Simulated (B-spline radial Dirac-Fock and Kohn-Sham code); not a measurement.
# Tm: eigenvalues, ΔSCF and the reference

System: the free thulium atom in the configuration 1s2 2s2 2p6 3s2 3p6 3d10 4s2 4p6 4d10 4f13 5s2 5p6 6s2.

The density-functional columns are spherical, spin-unpolarised Dirac-Kohn-Sham results without Breit or QED terms: −ε is minus the orbital energy of the initial state and ΔSCF the difference of two total energies, and "half-occupied" is minus the orbital energy with half an electron removed (Slater transition state). The reference in the last column comes from Dirac-Fock (average of configuration) total-energy differences with a finite nucleus, the Breit interaction including its frequency dependence, and self-energy and vacuum-polarisation corrections. All numbers are from a B-spline atomic structure program, in eV; a selection of levels is shown. The Kohn-Sham columns are given as differences from the reference. For the 1s level of heavy atoms much of the gap between ΔSCF and the reference is the Breit and QED part, -276.6 eV here; for other levels the error of the functional can be larger.

| level | PBE0 −ε − DF | LDA −ε − DF | LDA half-occupied − DF | PBE −ε − DF | PBE ΔSCF − DF | Dirac-Fock |
| --- | --- | --- | --- | --- | --- | --- |
| 1s | -46.8 | -235.9 | +266.3 | -183.4 | +319.4 | 59386.3 |
| 2s | -82.3 | -146.2 | -58.3 | -138.6 | -51.0 | 10121.6 |
| 2p1/2 | -52.7 | -103.8 | +9.7 | -100.4 | +13.2 | 9616.8 |
| 2p3/2 | -64.4 | -113.7 | -14.4 | -111.4 | -12.1 | 8647.7 |
| 3s | -41.5 | -70.5 | -48.0 | -68.3 | -45.8 | 2311.8 |
| 3p1/2 | -30.2 | -54.4 | -30.0 | -53.4 | -29.0 | 2091.4 |
| 3p3/2 | -30.7 | -53.5 | -31.4 | -52.8 | -30.7 | 1883.8 |
| 3d3/2 | -15.4 | -32.8 | -5.5 | -32.8 | -5.4 | 1512.8 |
| 3d5/2 | -16.4 | -33.6 | -7.3 | -33.7 | -7.1 | 1468.4 |
| 4s | -20.3 | -33.8 | -24.9 | -32.7 | -23.7 | 474.7 |
| 4p1/2 | -15.5 | -26.7 | -17.9 | -26.1 | -17.2 | 385.4 |
| 4p3/2 | -16.1 | -27.0 | -18.5 | -26.4 | -17.7 | 338.9 |
| 4d3/2 | -8.2 | -15.6 | -7.2 | -15.4 | -7.0 | 191.8 |
| 4d5/2 | -8.4 | -15.7 | -7.4 | -15.5 | -7.1 | 183.4 |
| 4f | 0.0 | -2.1 | +5.0 | -2.3 | +5.0 | 5.41 |
| 5s | -5.2 | -8.2 | -2.1 | -8.4 | -2.3 | 61.66 |
| 5p1/2 | -2.1 | -3.9 | +1.8 | -4.1 | +1.6 | 35.05 |
| 5p3/2 | -2.2 | -4.0 | +1.4 | -4.1 | +1.3 | 29.40 |
| 6s | -0.7 | -1.1 | +1.6 | -1.2 | +1.4 | 5.08 |

For the outermost level NIST gives 6.184402 eV (measured); the differences from it are PBE0 −ε -1.79, LDA −ε -2.15, LDA half-occupied +0.46, PBE −ε -2.31, PBE ΔSCF +0.28, Dirac-Fock -1.10 eV.

Values without a named source are computed, but for edge energies of neutral atoms, which are taken from tables.
